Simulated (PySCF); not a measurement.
**Vanadium: highly charged ions in a basis for the neutral atom**

V⁶⁺ [Ne] 3s2 3p5, V⁷⁺ [Ne] 3s2 3p4. Computed with PySCF 2.14 in cc-pVDZ (6s5p3d1f, 43 functions), with the non-relativistic Hamiltonian (point nucleus). No spin-orbit coupling, so a gap to NIST mixes the basis error with missing relativistic terms.

Changed run: basis of the neutral atom used for a highly charged ion. This setting is unsound on purpose.

```tsv
species	method	sound run (hartree)	changed run (hartree)	converged
V⁶⁺	UHF	not run	-932.11717	yes
V⁶⁺	BP86	not run	-932.91928	yes
V⁶⁺	M06-2X	not run	-932.85295	yes
V⁷⁺	UHF	not run	-926.51859	yes
V⁷⁺	BP86	not run	-927.25882	yes
V⁷⁺	M06-2X	not run	-927.19518	yes
```

Ionisation energy of V⁶⁺:

```
method  changed run (eV)      NIST (eV)
   UHF            152.34  150.72 ± 0.13
  BP86            154.03  150.72 ± 0.13
M06-2X            153.96  150.72 ± 0.13
```

The contracted functions were made for the neutral atom and can be too rigid for a highly charged ion.
